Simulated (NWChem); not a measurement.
## Atomisation of CH6Ge

SMILES: [GeH3][CH3]
```xyz
8

Ge     0.3913     0.0229     0.0000
C     -1.5728    -0.0921     0.0000
H      0.8853     0.7771     1.2542
H      0.8853     0.7771    -1.2542
H      1.0122    -1.3914     0.0000
H     -1.9254    -0.6292     0.8932
H     -1.9254    -0.6292    -0.8932
H     -2.0158     0.9151     0.0000
```
Charge 0, spin multiplicity 1.

All runs are NWChem calculations. The geometry was optimised at B3LYP/def2-SVP, a minimum by its harmonic frequencies.

Basis set: def2-TZVP. The atomisation energy is electronic alone: no zero-point, thermal, spin-orbit or counterpoise terms. No value is extrapolated to the basis-set limit. Free atoms are single determinants with multiplicities Ge 3, C 3, H 2. Correlated methods freeze the same cores in atoms and molecule, 10 orbitals in all.

Relative cost: rough, from shared machines, SCF included, HF = 1. Costs are the molecule's.

The Hamiltonian is non-relativistic. B3LYP has NWChem's definition, with VWN1-RPA local correlation. GW and range-separated runs recompute their integrals, the others keep them in memory, which bears on the times. The structure started from a generated list of species. No SCF solution was tested for a lower state. Open-shell Hartree-Fock references start from PBE0 orbitals; any time given for them includes that run.

```tsv
method	atomisation energy (kcal/mol)	relative cost
PBE0	590.1	under 3
MP2	572.0	under 3
CAM-B3LYP	…	8
r2SCAN	596.1	under 3
PBE	591.8	under 3
B3LYP	591.9	under 3
BP86	606.1	under 3
HF	…	1
```

Fill in the missing entries.


- CAM-B3LYP, atomisation energy (kcal/mol): 596.6
- HF, atomisation energy (kcal/mol): 453.9
